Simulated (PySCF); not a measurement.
**Assigning NMR signals**

Structure with atom numbers: `[CH2:1]=[CH:2]/[N:3]=[CH:4]/[C@@H:5]([SiH3:6])[C:7]([F:8])([F:9])[F:10]`; H(Xn) means a hydrogen on atom n. Ha(C1) is cis to N3; Hb(C1) is trans to N3.

PySCF calculation with σ from GIAO-PBE0/pcSseg-1 and GFN2-xTB structure; gas phase, fast rotation and ring inversion assumed for equivalent nuclei, non-relativistic, one conformer.

δ = σ(ref) − σ, references computed at the same level: TMS for 13C, 1H.

Q: Assign these signals to the numbered atoms. 13C{1H} NMR (computed): δ 162.1 (CH), 153.1 (CH), 136.8 (C), 126.7 (CH2), 44.0 (CH).

A: 
162.1 → C4, C=N carbon
153.1 → C2, alkene CH: as expected for a trigonal carbon in a double bond
136.8 → C7, CF3 carbon: 3 electronegative neighbours deshield it
126.7 → C1, terminal =CH2 carbon: as expected for a trigonal carbon in a double bond
44.0 → C5, sp3 CH bonded to Si

Q: Assign these signals to the numbered atoms. 1H NMR (300 MHz, computed): δ 7.83 (m, 1H), 7.03 (m, 1H), 6.01 (m, 1H), 5.49 (m, 1H), 4.08 (d, 3H), 3.31 (m, 1H).

A: 
| δ (ppm) | atoms | environment | reason |
| --- | --- | --- | --- |
| 7.83 | H(C4) | hydrogen on a C=N carbon | – |
| 7.03 | H(C2) | hydrogen on an alkene CH | attached to an sp2 carbon and in the plane of the double bond |
| 6.01 | Ha(C1) | hydrogen on a terminal =CH2 carbon | attached to an sp2 carbon and in the plane of the double bond |
| 5.49 | Hb(C1) | hydrogen on a terminal =CH2 carbon | – |
| 4.08 | H(Si6) | hydrogen on a silicon bonded to C | – |
| 3.31 | H(C5) | hydrogen on an sp3 CH bonded to Si | – |

Splittings by 19F in the carbon and heteronuclear signals aren't shown, as no couplings were computed. Shifts are as computed. Against solution values, carbons near 30 ppm lie about +3 ppm off and those near 130 ppm about +5 ppm. Of 1211 compounds with measured shifts, 218 miss one by over three times the rms of a fit or turn the order of signals round; such compounds aren't used in these exercises. No couplings were computed; multiplicities are counted from neighbouring protons, with m where these are inequivalent, close in shift, in a saturated or five-membered ring or joined by F or P, and br s for small geminal =CH2 splittings.
